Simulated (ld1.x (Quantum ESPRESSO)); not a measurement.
## Logarithmic derivatives: boron (B), RRKJ

* Element: boron
* Generator: ld1.x (Quantum ESPRESSO) 7.5
* Type: norm-conserving RRKJ (Kleinman–Bylander form)
* Functional: PBE
* Relativity: non-relativistic
* Frozen core: [He]
* Valence charge: 3
* Reference configuration: 2s1 2p0 (charge +2)
* Partial waves: 2p (bound, empty): rc 2.16 bohr; 2s (bound): rc 1.18 bohr
* Local potential: the s channel
* Core correction: Bessel-smoothed model core, default radius (core density twice the valence density)

The phase is arctan(r·u′/u) with u = r·R(r), unwrapped; energies in Ry, scanned from -4 to 5 Ry. A pole is an energy at which the radial function vanishes at the test radius. The pseudo phase is shifted by a multiple of π to meet the all-electron one at the reference energy, and phase errors are pseudo minus all-electron; the curves can meet again beyond the range given. Levels narrower than the energy grid can be missing from the lists of poles.

Task: For each channel, where are the poles, and over which energies does the pseudopotential scatter like the atom?

Result:

```json
{"channel": "s", "radius (bohr)": "2.36", "reference energy (Ry)": "-2.31", "poles, all-electron": "-1.61", "poles, pseudo": "-1.61", "unbroken range about the reference energy with phases within 0.05 rad": "below 1.0", "phase error 1 Ry above the reference energy (rad)": "-0.001"}
{"channel": "p", "radius (bohr)": "2.36", "reference energy (Ry)": "-1.87", "poles, all-electron": "-1.30, 4.57", "poles, pseudo": "-1.29", "unbroken range about the reference energy with phases within 0.05 rad": "below 0.3", "phase error 1 Ry above the reference energy (rad)": "+0.006"}
```

Phases in the p channel:

```tsv
E (Ry)	all-electron	pseudo
-4.00	1.274	1.275
-3.76	1.252	1.253
-3.52	1.225	1.226
-3.28	1.188	1.190
-3.04	1.136	1.138
-2.80	1.054	1.057
-2.56	0.906	0.909
-2.32	0.567	0.571
-2.08	-0.289	-0.286
-1.84	-1.088	-1.088
-1.60	-1.400	-1.399
-1.36	-1.546	-1.544
-1.12	-1.634	-1.630
-0.88	-1.699	-1.693
-0.64	-1.755	-1.746
-0.40	-1.809	-1.796
-0.16	-1.867	-1.847
0.08	-1.936	-1.906
0.32	-2.026	-1.978
0.56	-2.154	-2.072
0.80	-2.353	-2.206
1.04	-2.682	-2.411
1.28	-3.177	-2.733
1.52	-3.681	-3.184
1.76	-4.022	-3.638
2.00	-4.226	-3.962
2.24	-4.354	-4.167
2.48	-4.439	-4.299
2.72	-4.501	-4.390
2.96	-4.548	-4.455
3.20	-4.585	-4.504
3.44	-4.615	-4.542
3.68	-4.640	-4.574
3.92	-4.663	-4.600
4.16	-4.682	-4.622
4.40	-4.700	-4.641
4.64	-4.717	-4.658
4.88	-4.733	-4.674
```
